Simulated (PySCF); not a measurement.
RuO₄, SMILES [O]=[Ru](=[O])(=[O])=[O], multiplicity 1.

Coordinates come from a r2SCAN-D4/def2-SVP optimisation. The multiplicity is an assumed one; other spin states were not compared. The isomer is the one that the SMILES or the coordinates give; other isomers of the formula were not compared. The def2 effective core potentials stand for the cores of Ru; spin–orbit coupling is left out.

Computed with PBE/def2-TZVPD in PySCF.

Isolated molecule, no solvent.

Computed frontier levels, gap, dipole moment and polarisability:
- highest occupied level = -8.88 eV
- lowest empty level = -5.62 eV
- orbital gap = 3.26 eV
- dipole moment = 0.00 D
- quadrupole, principal values (traceless, Buckingham form, about the centre of nuclear charge) = 0.00, 0.00, 0.00 D·Å
- mean static polarisability = 50.6 bohr³ (7.50 Å³)
- polarisability, principal values = 50.6, 50.6, 50.6 bohr³
